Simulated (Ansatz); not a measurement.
Mulliken charges of `[NH][Si](F)(F)F` radical from PBE/def2-TZVPP in Ansatz (PBE0-D4/def2-TZVP geometry).

```tsv
atom	x (Å)	y (Å)	z (Å)	charge (e)
N1	-0.974	0.605	0.714	-0.264
Si2	0.194	-0.090	-0.346	0.823
F3	-0.087	0.388	-1.813	-0.244
F4	0.123	-1.661	-0.330	-0.242
F5	1.652	0.360	0.036	-0.242
H6	-0.865	0.335	1.693	0.170
```

Question: By hand: the dipole of these point charges (1 e Å = 4.8032 D).

Answer: Σ q r = (-0.139, 0.043, 0.328) e Å, of length 0.359 e Å = 1.72 D.

Question: How does the dipole of the full density compare? (An estimate is asked.)

Answer: Computed: (-0.024, -0.048, 0.348) e Å, 1.69 D; the point charges give 1.02 times that, at 24° from its direction.

Point charges leave out the atoms' own dipoles, such as those of lone pairs, and Mulliken's split depends on the basis, so the two needn't agree.
